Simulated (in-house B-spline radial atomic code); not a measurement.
Values are calculated unless marked as measured or tabulated.
## In in an electron gas of r_s = 2.07: phase shifts, screening, friction and resistivity

A nucleus sits in a uniform electron gas with a rigid positive background. The Kohn-Sham equations are solved self-consistently in the spin-unpolarised LDA (PW92), non-relativistic, on B-splines with outgoing waves at the boundary and partial waves to l = 8. The model has no lattice, no bands and no magnetic solution. Atomic units; δ_l are the phase shifts at the Fermi level, counted so that each bound state adds π, and good to about 0.0005.

The density parameter is r_s = 2.07 bohr, near that of the valence electrons of Al (3 per atom, density 2.7 g/cm³, mass 26.98 u, which gives r_s = 2.07).

| l | δ_l (rad) |
| --- | --- |
| 0 | 12.8636 |
| 1 | 10.2204 |
| 2 | 6.4850 |
| 3 | 0.1154 |
| 4 | 0.0185 |
| 5 | 0.0032 |
| 6 | 0.0007 |
| 7 | 0.0001 |
| 8 | 0.0001 |

Bound levels below the band bottom (hartree): d -15.74, s -3.703, p -2.438, d -0.3814, s -0.03902 and deeper ones.

**Question.** Check the Friedel sum rule, and say where the screening charge sits.

**Answer.** k_F = (9π/4)^(1/3)/r_s = 0.92713. The rule is Z = (2/π) Σ (2l + 1) δ_l. The terms are s 8.189, p 19.520, d 20.642, f 0.514 and 0.136 beyond, in all 49.002 against Z = 49. Bound states hold 10 s, 18 p, 20 d electrons, so the scattering states carry 1.00 in all; where a term is smaller than its bound count, the bound level has drawn weight out of the band.

**Question.** Find the transport cross section and the electronic stopping of a 2 keV In ion (mass 114.82 u).

**Answer.** σ_tr = (4π/k_F²) Σ (l + 1) sin²(δ_l − δ_(l+1)). The terms for l = 0 to 3 are 0.2285, 0.6261, 0.0223, 0.0374, all together 0.9156, so σ_tr = 14.619 × 0.9156 = 13.386 bohr². With n = 3/(4π r_s³) = 0.02692, the friction coefficient is Q = n k_F σ_tr = 0.3340. For v well below v_F = 0.927, dE/dx = Q v; with 24801 eV per u at v = 1, v = √(2000/(24801 × 114.82)) = 0.0265, so dE/dx = 0.00885 hartree/bohr = 4.55 eV/nm. The largest term couples the p and d waves.

**Question.** What residual resistivity would 1 atomic per cent of such centres give in Al?

**Answer.** Δρ = k_F n_i σ_tr/n in atomic units of 21.74 μΩ·cm. With one host atom per 3 electrons, n_i/n = 0.01/3, so Δρ = 0.9271 × 0.00333 × 13.386 × 21.74 = 0.90 μΩ·cm. This is an atom added to the gas, as on an interstitial site.

**Question.** On a substitutional site the background of one host ion, a sphere holding 3 charges, is taken out. The phase shifts for l = 0 to 4 become 12.4407, 9.5994, 6.1888, 0.0105, 0.0001. What follows?

**Answer.** The Friedel sum is now 46.00, for Z − 3 = 46. The sum in σ_tr is 0.2621, so σ_tr = 3.83 bohr² and Δρ = 0.26 μΩ·cm per atomic per cent, 0.29 times the value above. A real host ion scatters too, so this model doesn't give zero even for the host's own atom.
